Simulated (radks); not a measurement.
Values are calculated unless marked as measured or tabulated.
Q: Spherical jellium clusters: N electrons in a uniform positive sphere of charge N and radius rs N^(1/3), rs = 2.92 bohr. Level of theory: non-relativistic Kohn-Sham, LDA (Slater exchange, Perdew-Wang correlation), spin-polarised, spherical densities (a radial shooting solver with Libxc functionals). Levels are named by radial order and angular momentum (1s, 1p, 1d, 2s, ...), and open shells are averaged over m. At N = 13 the configuration is 1s2 1p6 1d(up 5, down 0). The background grows by one charge. Does electron 14 go into 1d down or 2s down or 2s up?

A: Into 2s up. The total energies of the other choices lie higher by 0.0175 eV (1d down), 0.371 eV (2s down).
